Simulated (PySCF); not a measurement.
# Correlation energy of N (nitrogen, neutral)

[He] 2s1 2p4, high-spin 4P determinant (an excited configuration). Calculation: PySCF 2.14, in aug-cc-pwCVDZ; no relativity, point nucleus. Frozen: nothing; 7 electrons correlated.

```
  level  correlation energy (mhartree)
   CCSD                        -128.61
    (T)                          -3.78
CCSD(T)                        -132.39
  CCSDT                        -141.44
```

Diagnostics: T1 = 0.020, D1 = 0.0590, largest double amplitude 0.182.

A double-excitation amplitude exceeds 0.15, a sign of near-degeneracy.

Cost of the coupled-cluster step: of the order of 0.8 core-seconds, for 7 correlated electrons.
